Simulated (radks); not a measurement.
The numbers below are computed, except where a source is named.
Spherical quantum dot in the effective-mass picture: electrons in a hard-walled sphere of radius 10.4, with a point charge +1 (a donor) at the centre, all in effective atomic units (hartree* = m*/eps^2 hartree, bohr* = eps/m* bohr), one dielectric constant everywhere. Level of theory: non-relativistic Kohn-Sham, PBE, spin-polarised, spherical densities (a radial shooting solver with Libxc functionals). Levels are named by radial order and angular momentum (1s, 1p, 1d, 2s, ...), and open shells are averaged over m.

N = 4, configuration 1s2 1p(up 2, down 0). This is the lowest configuration that the search found (a dilute case). Occupied levels:

level    occupation  eigenvalue (hartree*)  <r> (bohr*)
1s down           1                0.30314        2.234
1s up             1                0.32456        4.021
1p up             2                0.37787        6.788

Energy (hartree*): total 0.0220338, kinetic 0.68875, external -1.5859, Hartree 1.5428, exchange-correlation -0.62358.
